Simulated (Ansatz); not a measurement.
```xyz
2

H     0.0355   -0.0349   -1.3785
Br    0.0431    0.0232    0.0499
```

Basis set: STO-3G (spherical functions). Correlated methods keep 9 orbitals frozen. Charge 0, multiplicity 1.

Computed with Ansatz (development build ahead of 0.2.0); each method stands on the lowest determinant of its kind that the runs found. Restricted open shells among the atoms or ions are ROHF, correlated in semicanonical orbitals with singles.

The atomization energy at this shape (free ground-state atoms in the same class of orbitals less the molecule, no zero-point energy) of singlet HBr:

```csv
method,atomization energy
RHF-MP2,363.3 kJ/mol
```

Task: What does RHF give?

Result: 327.2 kJ/mol.

This basis has no polarisation functions and is too small for such energies, which can lie far from measured ones in either direction.
